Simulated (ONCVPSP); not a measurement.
Before and after: ONCV potential for cobalt

- Element: Co (Z = 27)
- Generator: ONCVPSP 4.0.1
- Type: optimised norm-conserving Vanderbilt (ONCV)
- Functional: LDA (Perdew-Wang 92)
- Relativity: fully relativistic
- Frozen core: [Ne]
- Valence charge: 17
- Reference configuration: 3s2 3p6 3d7 4s2
- Partial waves: 3s+4s: rc 1.25 bohr, ncon 3, nbas 7, qcut 12.2 1/bohr, 2 projectors; 3p: rc 0.95 bohr, ncon 4, nbas 7, qcut 16.2 1/bohr, 2 projectors, debl 2.2 Ha; 3d: rc 1.30 bohr, ncon 4, nbas 9, qcut 13.4 1/bohr, 1 projector
- Local potential: polynomial inside 0.90 bohr (lpopt 3, dvloc0 0 Ha)
- Core correction: none

Open shells are filled in proportion to 2j + 1.

In the p channel the program set the typed energies aside and used -2.385, 0.250 Ha (j = l + 1/2; the other j can differ).

All-electron outer shells of the reference configuration (LDA (PZ), scalar-relativistic, ld1.x):

```tsv
shell	level (eV)	outermost node (bohr)	outermost maximum (bohr)
2p	-769.46	–	0.17
3s	-101.87	0.31	0.67
3p	-65.51	0.28	0.68
3d	-8.46	–	0.66
4s	-5.68	0.96	2.29
```

Change: p: qcut 17.9.

Cutoffs: the cutoffs (Ha) at which the residual kinetic energy of the hardest occupied pseudo-wave falls to 1 and 0.1 mHa per electron; they do not see the model core or the augmentation charge, which bear on the density cutoff. Errors are all-electron minus pseudo energies relative to the spin-unpolarised reference configuration.

Q: What does the change do?

A: The potential gets harder (67 Ha and 86 Ha → 82 Ha and 104 Ha); the errors of the 4 common tests hardly move; neither file shows a bound ghost. The waves are optimised to have the least kinetic energy above qcut, so the cutoff follows it (qcut²/2 in Ha).

```tsv
quantity	base	changed
cutoff, loose	67 Ha	82 Ha
cutoff, tight	86 Ha	104 Ha
loose cutoff by channel	s 45 Ha, p 67 Ha, d 64 Ha	s 45 Ha, p 82 Ha, d 64 Ha
bound ghosts	none	none
GHOST(+) flags under 300 eV	none	none
error for 3s2 3p6 3d7 4s1, meV [ΔE 9.29 eV]	+1.1	+1.1
error for 3s2 3p6 3d7 4s0, meV [ΔE 26.37 eV]	+5.3	+5.3
error for 3s2 3p6 3d6 4s0, meV [ΔE 62.56 eV]	-7.0	-7.1
error for 3s2 3p6 3d7.5 4s1.5, meV [ΔE -0.98 eV]	+1.1	+1.1
s: phases at 1.27 bohr within 0.05 rad from the reference energy up to (Ha; the scan ends near 5)	to the end of the scan	to the end of the scan
p3/2: phases at 0.96 bohr within 0.05 rad from the reference energy up to (Ha; the scan ends near 5)	to the end of the scan	to the end of the scan
p1/2: phases at 0.96 bohr within 0.05 rad from the reference energy up to (Ha; the scan ends near 5)	to the end of the scan	to the end of the scan
d5/2: phases at 1.32 bohr within 0.05 rad from the reference energy up to (Ha; the scan ends near 5)	2.2	2.2
d3/2: phases at 1.32 bohr within 0.05 rad from the reference energy up to (Ha; the scan ends near 5)	2.2	2.2
```
